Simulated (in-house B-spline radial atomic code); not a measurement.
**PBE hybrid excitations of Te4+**

Method: PBE hybrid with 0.3 exact exchange. Computed with a B-spline radial code for spherical atoms: linear response of the closed shell [Kr] 4d10 5s2 with the functional's adiabatic kernel; scalar-relativistic (spin-free one-electron X2C), finite nucleus, no spin-orbit coupling, no double excitations, S, P, D and F terms only; shells from n = 3 respond. Only terms of natural parity with L up to 3 were computed.

Command:
```bash
python run_td.py task.json out
```
Settings (radii: box in bohr, nucleus in fm):
```
Z                        52
electrons                48
configuration            [Kr] 4d10 5s2
hamiltonian              x2c
method                   pbeh
box_radius               19.1
exact_exchange_fraction  0.3
rms_radius               4.7423
intervals                71
```

Cost of the run: 3.8 s on 1 thread of Arm Neoverse N1, with other jobs on the host.

The lowest states, in the order of their Tamm-Dancoff energies; the method's threshold (minus the highest occupied level) is 54.49 eV. Labels give the largest channel, * marks a mixed state, and oscillator strengths are full-response dipole values. Semilocal kernels can invert the small singlet-triplet splittings of Rydberg terms. Energies in eV:

| state | full response | Tamm-Dancoff | oscillator strength |
| --- | --- | --- | --- |
| 5s → 5p 3P | 9.913 | 10.076 | - |
| 5s → 5p 1P | 13.664 | 14.166 | 1.6 |
| 5s → 5d 3D | 26.175 | 26.195 | - |
| 5s → 5d 1D | 27.164 | 27.188 | - |
| 5s → 6s 3S | 29.400 | 29.405 | - |
| 5s → 6s 1S | 30.16 | 30.19 | - |
| 5s → 4f 3F | 31.32 | 31.36 | - |
| 5s → 4f 1F | ? | ? | - |
| 5s → 6p 3P | 33.56 | 33.56 | - |
| 5s → 6p 1P | 33.89 | 33.93 | 0.0535 |
| 5s → 6d 3D | 39.44 | 39.44 | - |
| 5s → 6d 1D | 39.67 | 39.68 | - |
| 5s → 7s 3S | 40.42 | 40.42 | - |
| 5s → 7s 1S | 40.62 | 40.63 | - |
| 5s → 5f 3F | ? | ? | - |
| 5s → 5f 1F | 40.96 | 40.96 | - |
| 5s → 7p 3P | 42.23 | 42.23 | - |

(1) Where does 5s → 4f 1F lie?

(2) Where does 5s → 5f 3F lie?

(3) How large is the singlet-triplet splitting of 5s → 5p (P terms) in Tamm-Dancoff?

(4) What polarisabilities and dispersion coefficient does the method give?

Answers

(1) At 32.20 eV in full response, 32.21 eV in Tamm-Dancoff.

(2) At 40.77 eV in full response, 40.78 eV in Tamm-Dancoff.

(3) 4.09 eV, from the unrounded values.

(4) Dipole 7.955 bohr³, quadrupole 17.55 bohr⁵, C6 33.27 hartree·bohr⁶ for two such species.
